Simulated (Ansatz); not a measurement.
Relaxation of AlFH$_{5}$NSi$_{2}$ (10 atoms, charge 0, multiplicity 1), to a largest force component of 0.015 eV/Å in at most 40 steps.

These are results of RKS BLYP/def2-SVP (Ansatz), not measurements.

```xyz
10
Properties=species:S:1:pos:R:3:forces:R:3
N -2.365 1.144 -0.064 -0.91 -0.11 1.75
Al -0.742 0.274 0.021 -0.33 0.71 -0.58
Si 0.689 -1.367 0.924 -0.30 -0.03 2.24
Si 1.579 -0.076 -0.680 -1.58 1.34 -0.35
F 2.571 1.095 -0.149 1.30 0.49 0.04
H -2.648 1.494 0.933 0.42 -0.53 -1.77
H -3.119 0.437 -0.279 0.42 0.59 0.12
H 0.380 -2.721 0.555 0.13 -1.52 -0.01
H 1.166 -1.028 2.345 0.01 -0.46 -0.34
H 1.745 -0.686 -1.974 0.83 -0.49 -1.10
```

Question: Where does it end, and by what steps?

Answer: The forces met the threshold. After 20 steps the energy has fallen by 1.369 eV; H6 moved furthest, 1.01 Å.

```csv
step,energy less start (eV),largest force component (eV/Å),accepted
0,0.0000,2.241,yes
1,-0.6412,0.859,yes
2,-0.7668,0.797,yes
3,-0.8544,0.459,yes
4,-0.9666,1.080,yes
5,-1.0809,1.586,yes
6,-1.2406,0.944,yes
7,-1.2621,1.161,yes
8,-1.2800,1.658,yes
9,-1.2511,1.705,no
10,-1.3541,0.224,yes
11,-1.3630,0.129,yes
12,-1.3437,0.157,no
13,-1.3661,0.071,yes
14,-1.3668,0.130,yes
15,-1.3681,0.085,yes
16,-1.3684,0.146,yes
17,-1.3685,0.085,yes
18,-1.3691,0.067,yes
19,-1.3693,0.046,yes
20,-1.3695,0.009,yes
```

```xyz
10
Properties=species:S:1:pos:R:3
N -2.418 0.975 0.178
Al -0.821 0.209 -0.059
Si 0.668 -1.599 0.782
Si 1.552 0.182 -0.506
F 2.941 1.057 -0.294
H -2.617 1.971 0.043
H -3.277 0.481 0.440
H 0.998 -3.070 0.697
H 0.630 -1.225 2.249
H 1.600 -0.415 -1.898
```

Whether the end is a true minimum wasn't checked by a vibrational analysis.

Time of the run: 57 s on 2 threads of Arm Neoverse V1, on a shared host, peak memory 0.15 GiB.
